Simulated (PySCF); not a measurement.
## Ionisation energy of Sb by level of theory

Sb [Kr] 4d10 5s2 5p3 (4S) → Sb⁺ [Kr] 4d10 5s2 5p2 (3P), as a difference of total energies. Computed with PySCF 2.14 in x2c-TZVPPall, with the spin-free X2C one-electron Hamiltonian (Gaussian nucleus). Correlated levels: valence: [Kr] 4d10 frozen; valence and next inner shell: [Ar] 3d10 frozen. The calculations carry no spin-orbit coupling.

| method | ionisation energy (eV) | plus first-order spin-orbit estimate | error of that sum (eV) |
| --- | --- | --- | --- |
| UHF | 8.577 | 8.176 | -0.432 |
| LDA | 9.114 | 8.713 | +0.105 |
| PBE | 8.936 | 8.535 | -0.073 |
| PBE0 | 9.028 | 8.627 | +0.019 |
| r2SCAN | 9.171 | 8.769 | +0.161 |
| TPSSh | 8.994 | 8.593 | -0.015 |
| M06 | 8.668 | 8.267 | -0.341 |
| BLYP | 8.682 | 8.280 | -0.328 |
| B2PLYP | 8.866 | 8.465 | -0.143 |
| ROHF | 8.633 | 8.232 | -0.376 |
| MP2 (valence) | 8.969 | 8.568 | -0.040 |
| SCS-MP2 (valence) | 8.850 | 8.449 | -0.159 |
| MP2 (valence and next inner shell) | 9.108 | 8.707 | +0.099 |
| SCS-MP2 (valence and next inner shell) | 8.939 | 8.538 | -0.070 |

Reference: 8.608 eV (measured; NIST Atomic Spectra Database, ionization energies).

A first-order spin-orbit estimate (lowest level to lowest level, LS coupling) adds -0.401 eV.

Errors of the correlated levels include the incompleteness of this basis and the frozen core.
